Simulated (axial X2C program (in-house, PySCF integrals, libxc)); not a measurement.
Density and ELF of SnCl⁺

Computed with an in-house all-electron X2C program for linear molecules (integrals from PySCF). Two-component (2c) means X2C with spin–orbit coupling and atomic mean-field two-electron Coulomb and Gaunt terms. Basis: Sn dyall-cv3z [11s12p9d4f1g], Cl dyall-av3z [9s8p3d2f] (cores contracted in-house); Gaussian nuclei, density fitting, unrestricted open shells. Masses: Sn 119.902 u, Cl 34.969 u.

PBE0, 2c, state Ω = 0 (closed shell); Sn at z = 0, Cl at z = 2.270 Å.

The maps cover the half plane through the axis: z from -2.4 to 4.5 Å along the bond, ρ from 0.15 to 2.25 Å away from it (steps of 0.3 Å, the bottom row nearest the axis).

log10 of the density in e/bohr³:

digits 0 to 9 span -5.12 to 1.82 evenly
```
001122222222222222211100
012223333333333333222110
122333344333334443332210
123334444444444444433221
223344555554455555543321
233445566655556666544321
233455677765566666654322
234456789876566886654332
```

Electron localisation function (collinear form, no current term, damped to 0 at low density):

digits 0 to 9 span 0.00 to 1.00 evenly
```
000001110000000000000000
000135432100012221100000
002577653211134444210000
016887643211246676531000
058886422212467888753100
279874234322578888874200
389863377731586117885200
489863637361571881886310
```

The state is a single determinant with fixed occupations, the lowest that a limited PBE0 search found.
